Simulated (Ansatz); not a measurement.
A made-up structure of ZnBNH₂, closed shell:

B1  (-0.272, -0.058, -0.073)
N2  (-1.455, -0.309, -0.389)
Zn3  (1.428, 0.303, 0.381)
H4  (-2.420, -0.514, -0.646)
H5  (2.865, 0.609, 0.765)
(Å)

It is relaxed with PBE-D4/def2-SVP and then PBE0-D4/def2-TZVP (Ansatz 0.2.0). Atoms count as bonded within 1.22 times the sum of their covalent radii (H–H: 0.88 Å). The end point is not checked to be a true minimum.

Question: Does its bonding change? (A judgement: the text doesn't fix the answer.)

Answer: By the calculation: No: no bond forms or breaks.

Where it ends: The first stage lowers the energy by 0.37 eV in 6 steps. It ends as ZnBNH₂ ([NH][B][ZnH]):
B1  (-0.370, -0.079, -0.099)
N2  (-1.545, -0.328, -0.413)
Zn3  (1.542, 0.328, 0.412)
H4  (-2.485, -0.528, -0.664)
H5  (3.003, 0.638, 0.802)
(Å)

Labels in which every atom is bracketed show which atoms are joined, not bond orders.

For scale, one of the runs: PBE0-D4/def2-TZVP relaxation, 122 basis functions, launched by `ansatz run in.yaml --threads 2 --pin off --events-out ev --progress --plain --max-ram 4352MiB`. Hardware: 2 CPU threads of an Arm Neoverse V1, shared host. Wall time about 11 s.
